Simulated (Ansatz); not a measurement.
`N[SiH]` + HBr → `[SiH]Br` + NH₃ at 298.15 K and 1 bar (ligand exchange at the Si–N bond).

Computed with Ansatz on PBE0-D4/def2-TZVP structures; ΔE is electronic, products minus reactants. CCSD(T)/CBS adds triple-zeta CCSD(T) − MP2 to the extrapolated MP2 energy (def2 sets, frozen cores). This one scheme is used for every species. For Br outer-core shells are correlated without core-valence functions, which leaves a few kJ/mol of doubt a bond. Scalar relativity is left out up to krypton.

| species | CCSD(T)/CBS energy (Eh) | H − E (kJ/mol) | S (J/(mol·K)) |
| --- | --- | --- | --- |
| `N[SiH]` | -345.56329 | 99.2 | 245.4 |
| HBr | -2573.91920 | 24.6 | 198.6 |
| `[SiH]Br` | -2862.97869 | 30.2 | 263.1 |
| NH₃ | -56.50880 | 100.5 | 192.4 |

H − E and S are ideal-gas, rigid-rotor, harmonic terms from PBE0-D4/def2-TZVP. 1 Eh = 2625.50 kJ/mol, R = 8.31446 J/(mol·K).

Q: By hand: ΔE, ΔH, ΔS and ΔG.

A: ΔE = (-2862.97869) + (-56.50880) − (-345.56329) − (-2573.91920) = -0.00500 Eh = -13.1 kJ/mol. Δ(H − E) = 30.2 + 100.5 − 99.2 − 24.6 = 6.9, so ΔH = -6.2 kJ/mol. ΔS = 263.1 + 192.4 − 245.4 − 198.6 = 11.5 J/(mol·K). ΔG = -6.2 − 298.15 × (11.5)/1000 = -9.6 kJ/mol.

Q: By hand: the equilibrium constant, and the temperature at which ΔG would vanish if ΔH and ΔS stayed fixed.

A: log₁₀ K = −ΔG/(RT ln 10) = 1.7. ΔH and −TΔS have one sign here, so there is no such temperature.

TΔS isn't small against ΔH here. A doubt of 5 kJ/mol in ΔE shifts log₁₀ K by 0.9 here. These are equilibria of isolated gas molecules and say nothing of rates. Largest T1 diagnostic: 0.015 (customary marks: 0.02 for closed shells, 0.045 for open ones).
